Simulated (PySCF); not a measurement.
# Excitation energy of H by level of theory

H 1s1 (2S) → H 2p1 (2P), as a difference of total energies. Computed with PySCF 2.14 in aug-cc-pV5Z (6s5p4d3f2g, 80 functions), with no relativity, point nucleus. The calculations carry no spin-orbit coupling.

```json
{"method": "UHF", "excitation energy (eV)": "10.660"}
{"method": "LDA", "excitation energy (eV)": "9.843"}
{"method": "PBE", "excitation energy (eV)": "10.140"}
{"method": "PBE0", "excitation energy (eV)": "10.265"}
{"method": "r2SCAN", "excitation energy (eV)": "10.313"}
{"method": "HSE06", "excitation energy (eV)": "10.267"}
{"method": "PBEsol", "excitation energy (eV)": "9.963"}
{"method": "LC-wPBE", "excitation energy (eV)": "10.573"}
{"method": "PW91", "excitation energy (eV)": "10.188"}
```

For comparison: 10.199 eV (measured; NIST levels, between the centres of gravity of the two terms).
